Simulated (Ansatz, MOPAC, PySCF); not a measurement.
Complex: C2H2 (SMILES C#C) (first 4 atoms) with H2S (SMILES S); geometry from B3LYP-D3(BJ)/def2-TZVP, rigid monomers moved along the line of their centres of mass till C2···H7 is 3.05 Å.
(charge 0, multiplicity 1):
| atom | x (Å) | y (Å) | z (Å) |
|---|---|---|---|
| C | 0.5186 | 0.2718 | -0.1566 |
| C | -0.5924 | -0.1486 | -0.0071 |
| H | 1.5048 | 0.6461 | -0.2886 |
| H | -1.5791 | -0.5209 | 0.1266 |
| S | 0.1864 | 0.9370 | 4.1511 |
| H | 0.6766 | -0.2973 | 4.3479 |
| H | 0.0873 | 0.7503 | 2.8236 |

Interaction energies are E(AB) − E(A) − E(B) at the monomers' geometry in the complex; basis-set methods are counterpoise corrected. Rows marked so take none.

Correlated levels freeze the cores. CBS: X⁻³ extrapolation of the correlation energy, Hartree–Fock from the larger set. Rows in 3-21G, 6-31G* carry no dispersion term and start afresh at each structure (6-31G* with six Cartesian d functions). MP2/6-31G* freezes PySCF's default core. The state reached by AM1, PM3, PM7 isn't checked; PM7 holds dispersion and hydrogen-bond terms.

The values were computed with Ansatz (a quantum-chemistry and plane-wave program) with Gaussian orbitals; MOPAC for AM1, PM3, PM7 (differences of heats of formation); PySCF for 3-21G rows, 6-31G* rows, the dispersion terms. Each number belongs to the level named beside it.

Other levels give for the interaction energy: PBE/def2-TZVPPD -1.19; B3LYP/def2-TZVPPD -0.67; B3LYP-D3(BJ)/def2-TZVPPD -1.52; wB97M-V/def2-TZVPPD -1.37; CCSD(T)/CBS(aug-cc-pV(D+d)Z, aug-cc-pV(T+d)Z) -1.42 kcal/mol.

Common cheap choices:

| level | interaction energy (kcal/mol) | less -1.42 (CCSD(T)/CBS(aug-cc-pV(D+d)Z, aug-cc-pV(T+d)Z)) |
|---|---|---|
| AM1 | -0.33 | 1.09 |
| PM3 | -0.42 | 1.00 |
| PM7 | -1.01 | 0.41 |
| HF/3-21G (no counterpoise) | -1.18 | 0.24 |
| B3LYP/6-31G* | -0.88 | 0.54 |
| M06-2X/6-31G* (no counterpoise) | -1.68 | -0.26 |
| MP2/6-31G* | -0.97 | 0.45 |
| MP2/6-31G* (no counterpoise) | -1.48 | -0.06 |
